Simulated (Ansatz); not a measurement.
CH10N2Si2, SMILES `N[SiH2]C[SiH2]N`, relaxed with RKS PBE0-D4/def2-TZVP in the Gaussian-basis code of Ansatz from a GFN2-xTB geometry. The force threshold is 0.005 eV/Å; the program also tests the step.

Charge 0, multiplicity 1.

Start:

```xyz
15

N     1.297   -1.520   -0.668
Si   -0.325   -1.620   -0.102
C    -1.173    0.015   -0.553
Si   -0.211    1.607   -0.192
N     0.627    1.376    1.302
H     1.808   -0.677   -0.457
H     1.897   -2.321   -0.560
H    -0.482   -1.861    1.349
H    -0.914   -2.761   -0.814
H    -2.135    0.052   -0.042
H    -1.407    0.008   -1.617
H     0.854    1.872   -1.165
H    -1.147    2.749   -0.201
H     1.183    2.138    1.656
H     0.129    0.943    2.064
```

| step | energy (eV) | largest force (eV/Å) | largest move (Å) |
| --- | --- | --- | --- |
| 1 | -19928.1072 | 0.949 | 0.000 |
| 2 | -19928.1705 | 0.269 | 0.140 |
| 3 | -19928.1856 | 0.385 | 0.131 |
| 4 | -19928.1907 | 0.286 | 0.200 |
| 5 | -19928.2005 | 0.180 | 0.102 |
| 6 | -19928.2030 | 0.059 | 0.054 |
| 7 | -19928.2035 | 0.045 | 0.020 |
| 8 | -19928.2038 | 0.037 | 0.012 |
| 9 | -19928.2039 | 0.006 | 0.006 |
| 10 | -19928.2039 | 0.003 | 0.005 |

End:

```xyz
15

N     1.347   -1.437   -0.513
Si   -0.316   -1.532   -0.096
C    -1.215    0.021   -0.622
Si   -0.285    1.579   -0.189
N     0.684    1.267    1.216
H     1.914   -0.764   -0.020
H     1.860   -2.277   -0.722
H    -0.587   -1.711    1.366
H    -0.852   -2.735   -0.792
H    -2.205    0.035   -0.155
H    -1.368    0.004   -1.706
H     0.671    1.966   -1.260
H    -1.249    2.711   -0.028
H     1.377    1.953    1.475
H     0.225    0.921    2.046
```

Hardware: 2 threads of an AMD EPYC 7R13 on a shared host and a share of an NVIDIA H100 80 GB. Wall time 15 s, peak host memory 0.89 GiB.
